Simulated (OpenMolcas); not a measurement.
# Mg I: effect of correlating more closed shells

```
Program             : OpenMolcas
Basis               : ANO-RCC-VTZP [5s4p2d1f]
Scalar Hamiltonian  : DKH2, point nucleus
Active space        : 2 electrons in 4 orbitals (3s 3p)
State averaging     : 2S+1 = 3 even, 3 roots; 2S+1 = 1 even, 1 root; 2S+1 = 3 odd, 3 roots; 2S+1 = 1 odd, 3 roots
Spin-orbit coupling : RASSI with atomic mean-field integrals over the reference wave functions, term energies averaged over their components
```

Methods on the same reference wave functions:
A. CASSCF
B. SS-CASPT2, IPEA 0.25 Eh, imaginary shift 0.1 Eh (closed shells correlated: none)
C. SS-CASPT2, IPEA 0.25 Eh, imaginary shift 0.1 Eh (closed shells correlated: 2s 2p)
D. SS-CASPT2, IPEA 0.25 Eh, imaginary shift 0.1 Eh (closed shells correlated: 1s 2s 2p)

Energies in cm-1 above 3s2 1S0, the measured ground level; measured values from NIST Handbook of Basic Atomic Spectroscopic Data.

```
      Level      A      B      C      D  Measured
    3s2 1S0    0.0    0.0    0.0    0.0       0.0
3s 3p 3P* 0  21854  21423  21832  21826     21850
3s 3p 3P* 1  21870  21439  21848  21842     21870
3s 3p 3P* 2  21901  21470  21879  21874     21911
3s 3p 1P* 1  40877  38570  38574  38570     35051
```

Deviations, from unrounded energies. A percentage is the sum of absolute deviations over the sum of measured energies, with the sign that they share, or ± where signs differ.

```json
{"Against measurement": "mean absolute deviation (cm-1)", "Levels": "4", "A": "1500", "B": "1200", "C": "900", "D": "900"}
{"Against measurement": "other configurations (%)", "Levels": "4", "A": "±5.8", "B": "±4.8", "C": "±3.6", "D": "±3.6"}
```

C, D lie about equally close to measurement and A furthest from it. The largest miss of C in the table is 3s 3p 1P* 1, by +3500 cm-1. The ranking rests on the paired levels alone, and a cruder setting can come out closer through cancelling errors.

Among B to D the level of the table that moves most is 3s 3p 3P* 0, by 410 cm-1 (lowest in B, highest in C).

The lowest spin-free term lies below A's lowest term by 0.001 hartree in B, 0.240 hartree in C, 0.245 hartree in D.

What an inner shell adds also hangs on whether the basis holds functions to correlate it.

Without dynamic correlation excited terms often stand tens of per cent too high (terms of higher spin than the ground term too low), and those without a measured partner can miss by more than the paired ones (holds for A). Computed and measured levels are paired by configuration, term and J; levels that our copy of the source lacks, or whose pairing is in doubt (as where it misses far off the trend of its configuration), stay unpaired and out of the deviations. Levels of configurations outside the active space are missing. Levels that lie high or do not pair safely by name in every column are left out.

* marks odd parity.
